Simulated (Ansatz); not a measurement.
# A barrier at the coupled-cluster level

Start structure (BH$_{3}$Cl$_{2}$O, closed shell), relaxed at PBE0-D4/def2-TZVP:

```xyz
7
angstrom
B -0.4734 -0.4493 -0.1441
H -0.6710 -1.4728 0.4284
Cl 0.1529 -0.6470 -1.8452
Cl -1.7945 0.7919 0.0541
H 1.4896 0.3893 -0.0443
O 0.8030 0.2580 0.6290
H 0.4935 1.1300 0.9220
```

The step: BHCl₂ ([Cl][BH][Cl]) + H₂O → BHCl₂O ([OH][B]([Cl])[Cl]) + H₂; bonds formed: H2–H5; dative contacts that become bonds: B1–O6; bonds broken: B1–H2, H5–O6. Program: Ansatz 0.2.0. Basis: def2-TZVPP and def2-QZVPP. Cores are frozen in the correlated methods. Extrapolation: Hartree–Fock as exp(−7.88 √X), correlation as X^−2.97. Energies below are by CCSD(T) at an estimated basis limit (MP2 extrapolated from triple and quadruple zeta, plus CCSD(T) − MP2 in triple zeta).

**Question.** What are the electronic barrier and the energy of the step, from the start structure to the end structure? (To be estimated.)

**Answer.** Computed: Barrier 134.2 kJ/mol; step energy -64.4 kJ/mol (downhill); reverse barrier, their difference, 198.5 kJ/mol. Barrier and step energy count from the start structure, the reverse barrier from the end structure.

The saddle point: One imaginary mode of 1412i cm⁻¹.
| pair | start (Å) | saddle (Å) | end (Å) |
| --- | --- | --- | --- |
| B1–O6 | 1.65 | 1.53 | 1.34 |
| H2–H5 | 2.89 | 1.04 | 0.75 |
| B1–H2 | 1.19 | 1.35 | 3.20 |
| H5–O6 | 0.97 | 1.26 | 3.27 |

Zero-point energy (harmonic, PBE0-D4): ZPE is 109.7 kJ/mol at the start and 97.4 kJ/mol at the saddle, so the barrier goes from 134.2 to 121.9 kJ/mol.

First-order rate constant out of the start structure at 298 K by transition-state theory, with harmonic vibrational free energies alone and no tunnelling: ΔA‡ = 124.3 kJ/mol, so k = (kB T/h) exp(−ΔA‡/kB T) ≈ 10^-9 s⁻¹ (an order of magnitude at best: rotation, the number of equivalent paths and anharmonicity are left out).

No T1 diagnostic of these runs exceeds 0.012.

The step is the kind of ligand exchange by which a precursor binds to a hydroxyl group, or is hydrolysed, in atomic layer deposition of oxides.

Labels in which every atom is bracketed show which atoms are joined, not bond orders.

For scale, one of the runs: CCSD(T)/def2-TZVPP, 188 basis functions, launched by `ansatz run in.yaml --threads 2 --pin off --events-out ev --progress --plain --max-ram 4352MiB`. The run took 51 s on 2 CPU threads of an Arm Neoverse V2 (shared host), with 1.9 GiB of host memory at its peak.
